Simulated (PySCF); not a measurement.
## MAl for M along the fifth-period p block

PBE0 with double-zeta basis sets in PySCF, for the lowest determinant that a PBE0 search found; no spin–orbit coupling. De refers to high-spin ground-configuration atoms. A positive dipole means M(−)Al(+).

```
 M       basis  state (unpaired electrons)  Re (Å)  ωe (cm⁻¹)  De (eV)  μ (D)
In    def2-SVP          triplet (σ ↑, π ↑)   2.888        199     1.39  -0.63
Sn  x2c-SVPall         quartet (σ ↑, π ↑↑)   2.649        271     2.26   0.77
Sb   def2-SVPD              triplet (π ↑↑)   2.753        259     1.88   0.70
Te    def2-SVP               doublet (σ ↑)   2.372        405     3.16   2.87
 I    def2-SVP      singlet (closed shell)   2.551        319     3.92   1.78
```

(1) By what factor does the bond length vary along the series?

The rows differ in basis set, which adds steps of its own.

The state changes along the series, so neighbouring rows are not always alike in their bonding.

These are scalar-relativistic numbers at best; spin–orbit coupling would shift them, the dissociation energy most. States were picked by a PBE0 search and need not be the measured ground states.

Results:

(1) At PBE0 it runs from 2.372 Å (AlTe) to 2.888 Å (AlIn), a factor of 1.22.
